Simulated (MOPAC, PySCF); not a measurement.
Ligands exchanged one at a time, Ga Cl-SiH3. All species are isolated molecules in the gas phase. Strings in code marks are SMILES.

Quantity: vertical ionisation energy (energy after one electron is removed minus that of the parent at the parent's geometry), in eV.

Level 1: PBE/6-31G* // ωB97X-D3(BJ)/def2-TZVP (PySCF)
Level 2: minus the HOMO energy of HF/6-31G* // ωB97X-D3(BJ)/def2-TZVP (PySCF)
Level 3: minus the HOMO energy of PBE-D3(BJ)/def2-TZVP // ωB97X-D3(BJ)/def2-TZVP (PySCF)
Level 4: minus the HOMO energy of PM7 // ωB97X-D3(BJ)/def2-TZVP (MOPAC)

```csv
species,level 1,level 2,level 3,level 4
`[SiH3][Ga]([SiH3])[Cl]`,8.82,9.73,6.31,9.71
`[SiH3][Ga]([Cl])[Cl]`,9.99,11.13,7.25,10.90
```
